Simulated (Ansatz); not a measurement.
A run for Ansatz (an electronic-structure program): U-SVWN5/def2-TZVPP on WH+, 2S+1 = 5, a spin state set in the input, which need not be the lowest, a point of a bond scan (R = 1.695 Å). Charge +1. Elements past Kr take the def2 small-core potentials; no spin–orbit coupling.

Ansatz 0.2 input:
```yaml
crystal:
  periodic: [false, false, false]
  atoms:
    - {symbol: W, position_ang: [0.00000000, 0.00000000, 0.00000000]}
    - {symbol: H, position_ang: [0.00000000, 0.00000000, 1.69526700]}
basis:
  gaussian:
    orbitals: def2-TZVPP
    pivot_positions_ang: [[0.00000000, 0.00000000, 0.00000000], [0.00000000, 0.00000000, 1.69526700]]
hamiltonian:
  xc: {name: SVWN5}
total_charge: 1
magnetization: {spin_polarized: true, initial_magnetization: 4}
output: {forces: true, orbitals: {seedname: ./end}}
```

The head of its log:

```
WARN ansatz: RAYON_NUM_THREADS=1 ignored (pool sized by the plan → 1); use --threads N
Functional definition: SVWN5
integrals: 0.01 GiB planned
394 factors; their error is unknown
mean field: 0.16 GiB planned
mean field evaluation 1: about -1821.6528 eV, gradient 2.5e1 eV
mean field evaluation 2: about -1820.0105 eV, gradient 3.2e1 eV
```

Give the final energy of this run.

-67.0761 hartree.
